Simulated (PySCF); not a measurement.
H₂S₂, charge -1, doublet, at the geometry of the source list (a state made from the parent by changing its charge; the spin is typed, not shown lowest) (in this run its highest filled SCF level lies above zero, so its values depend strongly on the basis, on diffuse functions most of all); PBE/6-31G* in PySCF.

Here is a job for PySCF.
```python
from pyscf import gto, scf, dft

mol = gto.M(
    atom='''
S    -0.90190000    0.44390000    0.48700000
S     0.90020000    0.45720000   -0.47780000
H    -1.53060000   -0.45050000   -0.29230000
H     1.53240000   -0.45060000    0.28310000
''',
    basis='6-31g*',
    charge=-1,
    spin=1,
    verbose=4,
)

mf = dft.UKS(mol)
mf.xc = 'pbe'
mf.kernel()
mf.analyze()
```

Output, abridged:

```
PySCF version 2.14.0

[INPUT] verbose = 4
[INPUT] num. atoms = 4
[INPUT] num. electrons = 35
[INPUT] charge = -1
[INPUT] spin (= nelec alpha-beta = 2S) = 1
[INPUT] symmetry False subgroup None
[INPUT] Mole.unit = angstrom
[INPUT] Symbol           X                Y                Z      unit          X                Y                Z       unit  Magmom
[...]
nuclear repulsion = 85.5630936693754
number of shells = 20
number of NR pGTOs = 110
number of NR cGTOs = 40
basis = 6-31g*
ecp = {}

******** <class 'pyscf.dft.uks.UKS'> ********
method = UKS
initial guess = minao
damping factor = 0
level_shift factor = 0
DIIS = <class 'pyscf.scf.diis.CDIIS'>
diis_start_cycle = 1
diis_space = 8
diis_damp = 0
SCF conv_tol = 1e-09
SCF conv_tol_grad = None
SCF max_cycles = 50
direct_scf = True
direct_scf_tol = 1e-13
number electrons alpha = 18  beta = 17
XC library pyscf.dft.libxc version 7.1.2
    S. Lehtola, C. Steigemann, M. J. T. Oliveira, and M. A. L. Marques,  SoftwareX 7, 1–5 (2018)
XC functionals = pbe
    J. P. Perdew, K. Burke, and M. Ernzerhof,  Phys. Rev. Lett. 77, 3865 (1996)
    J. P. Perdew, K. Burke, and M. Ernzerhof,  Phys. Rev. Lett. 78, 1396 (1997)
    J. P. Perdew, K. Burke, and M. Ernzerhof,  Phys. Rev. Lett. 77, 3865 (1996)
    J. P. Perdew, K. Burke, and M. Ernzerhof,  Phys. Rev. Lett. 78, 1396 (1997)
radial grids:
    Treutler-Ahlrichs [JCP 102, 346 (1995); DOI:10.1063/1.469408] (M4) radial grids

becke partition: Becke, JCP 88, 2547 (1988); DOI:10.1063/1.454033
pruning grids: <function nwchem_prune>
grids dens level: 3
symmetrized grids: False
atomic radii adjust function: <function treutler_atomic_radii_adjust>
small_rho_cutoff = 0
Set gradient conv threshold to 3.16228e-05
tot grids = 57376
init E= -797.31190577772

cycle= 1 E= -797.059868457116  delta_E= 0.252  |g|= 0.302  |ddm|= 2.74
cycle= 2 E= -797.001519573399  delta_E= 0.0583  |g|= 0.432  |ddm|= 3.45
cycle= 3 E= -797.132779681446  delta_E= -0.131  |g|= 0.0327  |ddm|= 2.23
cycle= 4 E= -797.133444490574  delta_E= -0.000665  |g|= 0.00919  |ddm|= 0.0799
cycle= 5 E= -797.133498974261  delta_E= -5.45e-05  |g|= 0.00107  |ddm|= 0.0288
cycle= 6 E= -797.133499702233  delta_E= -7.28e-07  |g|= 0.000312  |ddm|= 0.0031
cycle= 7 E= -797.133499780645  delta_E= -7.84e-08  |g|= 0.000106  |ddm|= 0.0022
cycle= 8 E= -797.133499790773  delta_E= -1.01e-08  |g|= 2.6e-05  |ddm|= 0.000357
cycle= 9 E= -797.133499791392  delta_E= -6.19e-10  |g|= 7.45e-06  |ddm|= 0.00019
Extra cycle  E= -797.133499791419  delta_E= -2.75e-11  |g|= 5.6e-06  |ddm|= 5.49e-05
converged SCF energy = -797.133499791419  <S^2> = 0.75125004  2S+1 = 2.0012496
**** SCF Summaries ****
Total Energy =                        -797.133499791419467
Nuclear Repulsion Energy =              85.563093669375391
One-electron Energy =                -1280.178367105722828
Two-electron Energy =                  397.481773644928012
Two-electron Coulomb Energy =          449.552572037044854
DFT Exchange-Correlation Energy =      -52.070798392116849
**** MO energy ****
                             alpha | beta                alpha | beta
[...]
To work with the spin densities directly, `use mulliken_meta_spin()` only printing them here.

 ** Mulliken spin pop alpha/beta on meta-lowdin orthogonal AOs **
 ** Mulliken Spin Density (per AO)  **
spin_pop of  0 S 1s        0.00000
spin_pop of  0 S 2s        0.00001
spin_pop of  0 S 3s        0.04344
spin_pop of  0 S 4s        0.00132
spin_pop of  0 S 2px       0.00004
spin_pop of  0 S 2py      -0.00000
spin_pop of  0 S 2pz       0.00001
spin_pop of  0 S 3px       0.33681
spin_pop of  0 S 3py       0.00633
spin_pop of  0 S 3pz       0.07738
spin_pop of  0 S 4px       0.03262
spin_pop of  0 S 4py       0.00029
spin_pop of  0 S 4pz       0.00622
spin_pop of  0 S 3dxy      0.00010
spin_pop of  0 S 3dyz      0.00034
spin_pop of  0 S 3dz^2     0.00071
spin_pop of  0 S 3dxz      0.00265
spin_pop of  0 S 3dx2-y2    0.00341
spin_pop of  1 S 1s        0.00000
spin_pop of  1 S 2s        0.00001
spin_pop of  1 S 3s        0.04345
spin_pop of  1 S 4s        0.00132
spin_pop of  1 S 2px       0.00004
spin_pop of  1 S 2py      -0.00000
spin_pop of  1 S 2pz       0.00001
spin_pop of  1 S 3px       0.33697
spin_pop of  1 S 3py       0.00584
spin_pop of  1 S 3pz       0.07770
spin_pop of  1 S 4px       0.03265
spin_pop of  1 S 4py       0.00019
spin_pop of  1 S 4pz       0.00629
spin_pop of  1 S 3dxy      0.00007
spin_pop of  1 S 3dyz      0.00033
spin_pop of  1 S 3dz^2     0.00068
spin_pop of  1 S 3dxz      0.00268
spin_pop of  1 S 3dx2-y2    0.00345
spin_pop of  2 H 1s       -0.01238
spin_pop of  2 H 2s        0.00071
spin_pop of  3 H 1s       -0.01238
spin_pop of  3 H 2s        0.00071
 ** Mulliken Spin Density (per atom)  **
spin density of  0 S =      0.51168
spin density of  1 S =      0.51167
spin density of  2 H =     -0.01167
spin density of  3 H =     -0.01167
 ** Mulliken pop alpha/beta on meta-lowdin orthogonal AOs **
 ** Mulliken pop       alpha | beta **
[...]
In total            18.00000 | 17.00000
 ** Mulliken atomic charges   ( Nelec_alpha | Nelec_beta ) **
charge of  0S =     -0.53355  (     8.52262      8.01094 )
charge of  1S =     -0.53356  (     8.52261      8.01094 )
charge of  2H =      0.03356  (     0.47738      0.48906 )
charge of  3H =      0.03355  (     0.47739      0.48906 )

WARN: System has nonzero charge -1; the dipole moment is origin-dependent.
Location of origin: [0. 0. 0.]

Dipole moment(X, Y, Z, Debye):  0.00605, -3.23019, -0.03308
```
